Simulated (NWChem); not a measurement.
System: CH5AlOS; SMILES [CH3][Al]([OH])[SH]

NWChem input:

```
start job
memory heap 200 mb stack 900 mb global 1100 mb
geometry units angstroms noautosym nocenter noautoz
  Al     0.092409     0.357918    -0.000083
  C     -1.386951     1.640299    -0.000310
  H     -2.356972     1.130098    -0.000733
  H     -1.354774     2.291544    -0.882821
  H     -1.355335     2.290878     0.882726
  O      1.759622     0.771255     0.000101
  H      2.055260     1.689878    -0.000648
  S     -0.280528    -1.811932    -0.000078
  H      1.030263    -2.141985     0.000011
end
basis spherical
  Al library pcsseg-1
  C library pcsseg-1
  H library pcsseg-1
  O library pcsseg-1
  S library pcsseg-1
end
dft
  xc slater vwn_5
  iterations 150
end
property
  shielding 8 1 2 3 4 6 7 8 9
  efieldgrad
end
task dft property
```

Excerpt of the output:

```
             Northwest Computational Chemistry Package (NWChem) 7.3.0
             --------------------------------------------------------

                             Geometry "geometry" -> ""
                             -------------------------

 Output coordinates in angstroms (scale by  1.889725989 to convert to a.u.)

  No.       Tag          Charge          X              Y              Z
 ---- ---------------- ---------- -------------- -------------- --------------
    1 Al                  13.0000     0.09240900     0.35791800    -0.00008300
    2 C                    6.0000    -1.38695100     1.64029900    -0.00031000
    3 H                    1.0000    -2.35697200     1.13009800    -0.00073300
    4 H                    1.0000    -1.35477400     2.29154400    -0.88282100
    5 H                    1.0000    -1.35533500     2.29087800     0.88272600
    6 O                    8.0000     1.75962200     0.77125500     0.00010100
    7 H                    1.0000     2.05526000     1.68987800    -0.00064800
    8 S                   16.0000    -0.28052800    -1.81193200    -0.00007800
    9 H                    1.0000     1.03026300    -2.14198500     0.00001100

 Effective nuclear repulsion energy (a.u.)     194.7970022256

                              NWChem Property Module
                              ----------------------

  itol2e modified to match energy
  convergence criterion.

                                 NWChem DFT Module
                                 -----------------

 Summary of "ao basis" -> "ao basis" (spherical)
 ------------------------------------------------------------------------------
       Tag                 Description            Shells   Functions and Types
 ---------------- ------------------------------  ------  ---------------------
 Al                         pcsseg-1                10       24   4s5p1d
 C                          pcsseg-1                 7       17   3s3p1d
 H                          pcsseg-1                 3        5   2s1p
 O                          pcsseg-1                 7       17   3s3p1d
 S                          pcsseg-1                10       24   4s5p1d

  itol2e modified to match energy
  convergence criterion.

            General Information
            -------------------
          SCF calculation type: DFT
          Wavefunction type:  closed shell.
          No. of atoms     :     9
          No. of electrons :    48
           Alpha electrons :    24
            Beta electrons :    24
          Charge           :     0
          Spin multiplicity:     1
          Use of symmetry is: off; symmetry adaption is: off
          Maximum number of iterations: 150
          AO basis - number of functions:   107
                     number of shells:    49
          Convergence on energy requested:  1.00D-07
          Convergence on density requested:  1.00D-05
          Convergence on gradient requested:  5.00D-04

              XC Information
              --------------
                        Slater Exchange Functional  1.000 local
                      VWN V Correlation Functional  1.000 local

             Grid Information
             ----------------
          Grid used for XC integration:  fine
          Radial quadrature: Mura-Knowles
          Angular quadrature: Lebedev.
          Tag              B.-S. Rad. Rad. Pts. Rad. Cut. Ang. Pts.
          ---              ---------- --------- --------- ---------
          Al                  1.25      123          10.0       770
          C                   0.70       70          12.0       590
          H                   0.35       60          13.0       590
          O                   0.60       70          11.0       590
          S                   1.00      123          12.0       770
          Grid pruning is: on
          Number of quadrature shells:   686
          Spatial weights used:  Erf1

      Superposition of Atomic Density Guess
      -------------------------------------

[...]

          -----------------------------------------
          Chemical Shielding Tensors (GIAO, in ppm)
          -----------------------------------------

                                NWChem CPHF Module
                                ------------------

  scftype          =     RHF
  nclosed          =       24
  nopen            =        0
  variables        =     1992
  # of vectors     =        3
  tolerance        = 0.10D-03
  level shift      = 0.00D+00
  max iterations   =       50
  max subspace     =       30

 SCF residual:    2.3005231777414814E-005

Iterative solution of linear equations
  No. of variables     1992
  No. of equations        3
  Maximum subspace       30
        Iterations       50
       Convergence  1.0D-04

   iter   nsub   residual    time
   ----  ------  --------  ---------
     1      3    1.33D-05      37.3

      Atom:    1  Al
        Diamagnetic
    797.9783      0.7218      0.0000
      0.7218    799.9903     -0.0006
      0.0000     -0.0006    796.2817

        Paramagnetic
   -495.6559    -53.6728      0.0021
    -53.6728   -433.7925     -0.0088
      0.0021     -0.0088   -491.8604

        Total Shielding Tensor
    302.3223    -52.9510      0.0021
    -52.9510    366.1978     -0.0094
      0.0021     -0.0094    304.4213

           isotropic =     324.3138
          anisotropy =     107.6751

          Principal Components and Axis System
                 1           2           3
              396.0972    304.4213    272.4229

      1        -0.4917     -0.0001      0.8708
      2         0.8708      0.0000      0.4917
      3        -0.0001      1.0000      0.0001

      Atom:    2  C
        Diamagnetic
    255.7099     -5.2033      0.0011
     -5.2033    255.0464     -0.0011
      0.0011     -0.0011    249.4729

        Paramagnetic
    -59.1321      2.2877      0.0044
      2.2877    -57.0797     -0.0025
      0.0044     -0.0025    -61.3306

        Total Shielding Tensor
    196.5777     -2.9156      0.0055
     -2.9156    197.9667     -0.0036
      0.0055     -0.0036    188.1423

           isotropic =     194.2289
          anisotropy =       9.0607

          Principal Components and Axis System
                 1           2           3
              200.2693    194.2750    188.1423

      1        -0.6198      0.7848     -0.0006
      2         0.7848      0.6198      0.0002
      3        -0.0005      0.0003      1.0000

      Atom:    3  H
        Diamagnetic
     39.0306      3.3260      0.0063
      3.3260     27.9222      0.0018
      0.0063      0.0018     22.6966

        Paramagnetic
     -1.7641     -0.6891     -0.0018
     -0.6891      2.0600     -0.0002
     -0.0018     -0.0002      3.6350

        Total Shielding Tensor
     37.2665      2.6370      0.0045
      2.6370     29.9822      0.0015
      0.0045      0.0015     26.3316

           isotropic =      31.1934
          anisotropy =      10.3912

          Principal Components and Axis System
                 1           2           3
               38.1209     29.1278     26.3316

      1         0.9513     -0.3082     -0.0004
      2         0.3082      0.9513     -0.0002
      3         0.0004      0.0000      1.0000

      Atom:    4  H
        Diamagnetic
     25.3813     -2.2332      0.8249
     -2.2332     31.6919     -8.0436
      0.8249     -8.0436     32.5404

        Paramagnetic
      2.4799      0.8301     -0.1900
      0.8301      0.8227      2.3345
     -0.1900      2.3345      0.8634

        Total Shielding Tensor
     27.8611     -1.4031      0.6349
     -1.4031     32.5146     -5.7091
      0.6349     -5.7091     33.4038

           isotropic =      31.2598
          anisotropy =      11.4137

          Principal Components and Axis System
                 1           2           3
               38.8690     28.0896     26.8209

      1         0.1282      0.8148      0.5654
      2        -0.6783     -0.3439      0.6493
      3         0.7235     -0.4668      0.5086

      Atom:    5  O
        Diamagnetic
    400.2797     13.8109     -0.0032
     13.8109    392.3673     -0.0137
     -0.0032     -0.0137    372.5844

        Paramagnetic
   -100.4608    -12.1215     -0.0002
    -12.1215   -214.8440      0.0662
     -0.0002      0.0662    -98.4027

        Total Shielding Tensor
    299.8189      1.6893     -0.0034
      1.6893    177.5234      0.0525
     -0.0034      0.0525    274.1818

           isotropic =     250.5080
          anisotropy =      74.0014

          Principal Components and Axis System
                 1           2           3
              299.8423    274.1818    177.5000

      1         0.9999      0.0001     -0.0138
      2         0.0138      0.0005      0.9999
      3        -0.0001      1.0000     -0.0005

      Atom:    6  H
        Diamagnetic
     29.1327     10.1268     -0.0068
     10.1268     40.4718     -0.0157
     -0.0068     -0.0157     19.5136

        Paramagnetic
     -0.8155     -1.9101      0.0014
     -1.9101     -6.2780      0.0063
      0.0014      0.0063      2.1294

        Total Shielding Tensor
     28.3171      8.2167     -0.0054
      8.2167     34.1938     -0.0094
     -0.0054     -0.0094     21.6429

           isotropic =      28.0513
          anisotropy =      17.8957

          Principal Components and Axis System
                 1           2           3
               39.9818     22.5292     21.6429

      1         0.5759      0.8175     -0.0006
      2         0.8175     -0.5759      0.0011
      3        -0.0006      0.0011      1.0000

      Atom:    7  S
        Diamagnetic
   1057.8536     -0.1855      0.0004
     -0.1855   1061.9649      0.0001
      0.0004      0.0001   1054.2560

        Paramagnetic
   -430.9760   -101.0089      0.0025
   -101.0089   -260.9353     -0.0264
      0.0025     -0.0264   -355.0029

        Total Shielding Tensor
    626.8777   -101.1944      0.0029
   -101.1944    801.0295     -0.0263
      0.0029     -0.0263    699.2531

[...]
```

Level: LDA (Slater exchange, VWN5)/pcSseg-1, GIAO. All runs use the structure optimised with B3LYP/6-31G* (spherical d). NWChem prints the field gradient with the sign opposite to the second derivative of the potential. The output numbers the shielded atoms by their place in the input's list. The printed shielding anisotropy is the first printed principal value minus the mean of the other two.
